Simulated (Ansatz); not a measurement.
C3H5FSi, SMILES `CC1=C[SiH]1F`. The species carries charge 0 and has multiplicity 1. The structure was optimised at the PBE0-D4/def2-TZVP level.

```xyz
10

C    -0.904    0.649    1.133
C    -0.044    0.006    0.116
C     0.363   -1.252   -0.152
Si    0.995   -0.090   -1.336
F     0.410    0.030   -2.818
H    -1.758    1.133    0.651
H    -1.277   -0.069    1.867
H    -0.354    1.436    1.656
H     0.176   -2.212    0.318
H     2.393    0.368   -1.435
```

**Question.** What is the dipole moment at PBE/def2-TZVPP? (Best estimate.)

**Answer.** Computed: 1.88 D, with components (-0.27, 0.18, 1.85) D in this frame, pointing from negative to positive charge.

**Question.** And with r2SCAN, B3LYP, ωB97M-V? (An estimate is asked.)

**Answer.** The calculation gave: r2SCAN 1.89 D, B3LYP 1.85 D, ωB97M-V 1.81 D.

**Question.** Give the Mulliken charges with PBE, r2SCAN, ωB97M-V in def2-TZVPP. (An estimate is asked.)

**Answer.** Ansatz gave: 
| atom | PBE | r2SCAN | ωB97M-V |
| --- | --- | --- | --- |
| C1 | -0.22 | -0.14 | -0.28 |
| C2 | -0.08 | -0.11 | -0.09 |
| C3 | -0.18 | -0.20 | -0.25 |
| Si4 | 0.45 | 0.63 | 0.53 |
| F5 | -0.29 | -0.33 | -0.32 |
| H6 | 0.10 | 0.07 | 0.12 |
| H7 | 0.09 | 0.05 | 0.10 |
| H8 | 0.10 | 0.06 | 0.11 |
| H9 | 0.10 | 0.07 | 0.13 |
| H10 | -0.08 | -0.09 | -0.04 |

B3LYP here is the variant with VWN-RPA as its local correlation; programs differ in this.
